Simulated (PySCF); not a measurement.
# How methods differ on the ionisation energy of Gd

Gd [Xe] 4f7 5d1 6s2 (9D) → Gd⁺ [Xe] 4f7 5d1 6s1 (10D), as a difference of total energies. All numbers are calculated (PySCF 2.14, scalar relativity by spin-free X2C-1e, in x2c-TZVPPall (11s7p7d4f2g, 113 functions)). Correlated levels: valence: [Kr] 4d10 frozen; valence and next inner shell: [Ar] 3d10 frozen. The calculations carry no spin-orbit coupling.

| method | ionisation energy (eV) |
| --- | --- |
| UHF | 4.923 |
| LDA | 6.304 |
| PBE | 6.087 |
| PBE0 | 5.952 |
| MP2 (valence) | 5.895 |
| SCS-MP2 (valence) | 5.956 |
| MP2 (valence and next inner shell) | 5.920 |
| SCS-MP2 (valence and next inner shell) | 5.959 |

A first-order spin-orbit estimate (lowest level to lowest level, LS coupling) adds -0.009 eV.

Errors of the correlated levels include the incompleteness of this basis and the frozen core.

MP2 underrates the near-degeneracy of ns² with np² in the lower species.

Task: Which method comes closest to the reference value, and which is furthest?

Result: The reference is 6.150 eV (measured; NIST Atomic Spectra Database, ionization energies). Closest: PBE (error -0.071 eV); furthest: UHF (error -1.236 eV), both after the spin-orbit estimate.
